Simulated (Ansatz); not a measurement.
Ansatz (a first-principles code) input:

Ansatz 0.2 input:
```yaml
crystal:
  periodic: [false, false, false]
  atoms:
    - {symbol: I, position_ang: [-0.00000000, -0.00000000, -1.30342046]}
    - {symbol: I, position_ang: [0.00000000, 0.00000000, 1.30342046]}
basis:
  gaussian:
    orbitals: def2-TZVP
hamiltonian:
  xc: b3lyp
  dispersion: d3bj
total_charge: 1
magnetization: {spin_polarized: true, initial_magnetization: 1}
phonons: {temperatures: {t_min: 298.15, t_max: 298.15, t_step: 100}}
```

Question: Predict the final energy.

Answer: -595.28301 Eh (B3LYP-D3(BJ)/def2-TZVP). The basis has 100 functions.
